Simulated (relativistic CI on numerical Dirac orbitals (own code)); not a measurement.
# Co2+ in a cubic cluster: 2p photoemission with charge transfer

Computed with a charge-transfer multiplet model of a cubic metal-ligand cluster with up to 2 ligand holes, Slater and spin-orbit integrals from Dirac-Coulomb-Breit ions, Slater integrals scaled by 0.7. The ground state mixes d7 with configurations of k ligand holes L, whose averages lie at kΔ + k(k − 1)U_dd/2; a core hole lowers each added d electron by U_cd. 300 K, Lorentzian 0.6 eV and Gaussian 0.8 eV FWHM.

Atomic integrals in eV (Slater integrals scaled, ζ unscaled), ground: F2dd 8.079, F4dd 5.014, zeta_d 0.063; with the core hole: F2dd 9.358, F4dd 5.849, zeta_d 0.093, zeta_core 9.664, F2cd 5.552, G1cd 4.214, G3cd 2.396.

Cluster parameters (eV): Δ = 3.9, U_dd = 5.6, 10Dq = 0.55, 10Dq(ligand) = 0.2, V(eg) = 2.15, V(t2g) = -1.05, final-state hopping factor = 0.8.

| Case | n_d | d7 | d8L | d9L2 | S |
| --- | --- | --- | --- | --- | --- |
| U_cd = 5.4 eV | 7.22 | 0.79 | 0.20 | 0.01 | 1.50 |
| U_cd = 6 eV | 7.22 | 0.79 | 0.20 | 0.01 | 1.50 |
| U_cd = 7.2 eV | 7.22 | 0.79 | 0.20 | 0.01 | 1.50 |
| U_cd = 7.8 eV | 7.22 | 0.79 | 0.20 | 0.01 | 1.50 |
| U_cd = 8.4 eV | 7.22 | 0.79 | 0.20 | 0.01 | 1.50 |

Weights, n_d and S are thermal averages at 300 K. Binding energies count from the first peak over 30 % of the highest in each spectrum, which can be another peak from case to case. The parameters are a model scan and need not match a compound or its usual spin state. Peaks in eV (height, largest 100):
- U_cd = 5.4 eV: 0.0 (100), 5.1 (27), 8.1 (9), 16.0 (66), 20.7 (14)
- U_cd = 6 eV: 0.0 (100), 5.2 (32), 8.0 (12), 16.0 (64), 20.8 (19)
- U_cd = 7.2 eV: 0.0 (100), 5.1 (48), 11.5 (6), 16.0 (60), 21.1 (33)
- U_cd = 7.8 eV: 0.0 (100), 5.2 (58), 7.6 (29), 11.6 (9), 15.9 (57), 21.3 (39), 24.0 (8)
- U_cd = 8.4 eV: 0.0 (100), 5.3 (68), 7.8 (42), 10.9 (13), 15.9 (56), 21.4 (45), 24.0 (15)

Curve for U_cd = 6 eV (points under 2 left out, the grid thinned):

E (eV), Intensity and a bar:
```
     -3.5        2.0 
     -2.9        2.8 
     -2.3        4.4 #
     -1.6        9.3 ##
     -1.0       27.6 ########
     -0.4       82.0 ##########################
      0.2       95.7 ##############################
      0.8       73.3 #######################
      1.4       62.3 ###################
      2.1       48.3 ###############
      2.7       36.6 ###########
      3.3       31.3 #########
      3.9       30.0 #########
      4.5       30.1 #########
      5.2       32.5 ##########
      5.8       26.2 ########
      6.4       16.5 #####
      7.0       12.4 ###
      7.6       11.5 ###
      8.2       11.5 ###
      8.9        9.4 ##
      9.5        6.3 #
     10.1        4.0 #
     10.7        2.7 
     11.3        2.2 
     12.0        2.3 
     12.6        2.3 
     13.2        2.6 
     13.8        3.9 #
     14.4        8.1 ##
     15.0       25.4 #######
     15.7       59.8 ###################
     16.3       60.0 ###################
     16.9       41.8 #############
     17.5       21.9 ######
     18.1       11.4 ###
     18.8        7.3 ##
     19.4        8.4 ##
     20.0       13.2 ####
     20.6       18.6 #####
     21.2       17.6 #####
     21.8       11.3 ###
     22.5        6.6 #
     23.1        3.9 #
     23.7        2.1
```

For the case U_cd = 7.2 eV, Δ = 3.9 eV is smaller than U_dd = 5.6 eV, the charge-transfer side of the Zaanen-Sawatzky-Allen scheme. With the core hole the configuration with one ligand hole lies at Δ − U_cd = -1.5, -2.1, -3.3, -3.9, -4.5 eV from the one without, in the order of the table; where this is negative the screened configuration lies lower, though the effective hopping of about 2.4 eV (from the holes of the mixed ground state) mixes the two strongly wherever it is as large as the gap.
